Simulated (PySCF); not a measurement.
**Dipole response of Hg (mercury, neutral)**

[Xe] 4f14 5d9 6s2 6p1, one real determinant (an excited configuration). Calculation: PySCF 2.14, in x2c-TZVPPall with one added diffuse shell each of s, p, d, f type (12s8p8d4f1g, 113 functions); scalar relativity by spin-free X2C-1e. Coupled (time-dependent) response in atomic units; α is the mean over directions.

```tsv
method	mean α (bohr³)	α xx, yy, zz	C₆ (like pair)	S(−4)
PBE0	69.71	52.12, 52.12, 104.9	746.2	3201
```

S(−4) is the Cauchy moment in α(ω) = α(0) + S(−4) ω² + …

Spin-orbit coupling is absent.

α(iu) at PBE0:

| u (hartree) | α(iu) (bohr³) |
| --- | --- |
| 0 | 69.71 |
| 0.0500 | 62.98 |
| 0.100 | 50.98 |
| 0.200 | 33.29 |
| 0.300 | 23.51 |
| 0.500 | 14.04 |
| 0.750 | 9.013 |
| 1.00 | 6.506 |
| 1.50 | 4.016 |
| 2.00 | 2.780 |
| 3.00 | 1.577 |
| 5.00 | 0.7089 |

The components differ because the open shell of this determinant is not spherical; for a pure term their mean is the scalar polarisability.

⟨L²⟩ = 7.99 against 12 for a pure F term, so this real determinant mixes terms. Spin-orbit coupling, absent here, splits the open shell strongly.
